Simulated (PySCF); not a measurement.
O⁺ (oxygen, charge +1) across methods

[He] 2s1 2p3 3s1, high-spin 6S determinant (an excited configuration). Calculation: PySCF 2.14, in aug-cc-pCVTZ-DK with one added diffuse shell each of s, p, d, f type (8s7p5d3f, 75 functions); the spin-free X2C one-electron Hamiltonian (Gaussian nucleus).

| method | E (hartree) | mean ε 2s α (eV) | mean ε 2p α (eV) | mean ε 3s α (eV) | Σ⟨r²⟩ (bohr²) | ⟨S²⟩ |
| --- | --- | --- | --- | --- | --- | --- |
| B97-3 | -73.4751 | -56.581 | -39.945 | -10.359 | 18.44 | 8.750 |
| TPSSh | -73.5060 | -54.543 | -38.344 | -9.894 | 18.63 | 8.750 |
| PBE0 | -73.4476 | -56.416 | -39.885 | -10.342 | 18.57 | 8.750 |
| CAM-B3LYP | -73.4583 | -57.354 | -41.093 | -11.226 | 18.56 | 8.750 |
| wB97X-V | -73.4724 | -58.622 | -42.179 | -11.988 | 18.70 | 8.750 |
| PBE | -73.4294 | -52.190 | -36.973 | -9.690 | 18.50 | 8.750 |
| UHF | -73.38827 | -68.642 | -48.149 | -11.985 | 18.91 | 8.750 |
| LDA | -72.9417 | -51.696 | -36.938 | -9.770 | 18.36 | 8.750 |
| r2SCAN | -73.5067 | -54.391 | -38.116 | -9.748 | 18.61 | 8.750 |

The outer electron is Rydberg-like, and this basis confines it to a smaller radius and binds it less than a complete one would.
